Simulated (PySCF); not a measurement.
# [TaBr6]− at several levels of theory

Computed with PySCF 2.14.0 (density fitting, no spin-orbit coupling) at the geometry relaxed with BP86:

```xyz
7
[TaBr6]− (singlet)
Ta    0.0000    0.0000    0.0000
Br    0.0000    0.0000    2.5609
Br    0.0000    0.0000   -2.5609
Br    2.5609    0.0000    0.0000
Br    0.0000    2.5609    0.0000
Br   -2.5609    0.0000    0.0000
Br    0.0000   -2.5609    0.0000
```

```tsv
level	basis	state	HOMO (eV)	gap (eV)	charge on Ta1 (e)	dipole about the centre of mass (D)	largest force component (eV/Å)
BP86	Ta def2-SVP with ECP60, Br def2-SVP	singlet	-2.80	2.34	0.46	0.00	0.00
r2SCAN	the same	singlet	-3.12	2.64	0.84	0.00	0.18
M06-L	the same	singlet	-3.03	2.61	1.34	0.00	0.01
wB97X	the same	singlet	-6.24	8.11	0.91	0.00	0.37
BP86	Ta def2-TZVP with ECP60, Br def2-TZVP	singlet	-3.02	2.34	0.93	0.00	0.05
```

Charges are Mulliken's, which hang on the basis. The relaxation used the grid (50, 194), these runs (75, 302) or, all-electron (x2c bases, spin-free X2C Hamiltonian), (99, 590).

Q: What does PBE with Ta def2-SVP with ECP60, Br def2-SVP give here?

A: state singlet, HOMO (eV) -2.68, gap (eV) 2.36, charge on Ta1 (e) 0.45, dipole about the centre of mass (D) 0.01, largest force component (eV/Å) 0.06. Time: 14 s on 4 threads of Arm Neoverse V2, on a shared host, from an already converged density.

In the first row's basis the gap widens with exact exchange: 2.3 to 2.6 eV for BP86, PBE, M06-L, r2SCAN (none); 8.1 eV for wB97X (rising or full at long range).

No other spin state of this charge was computed.
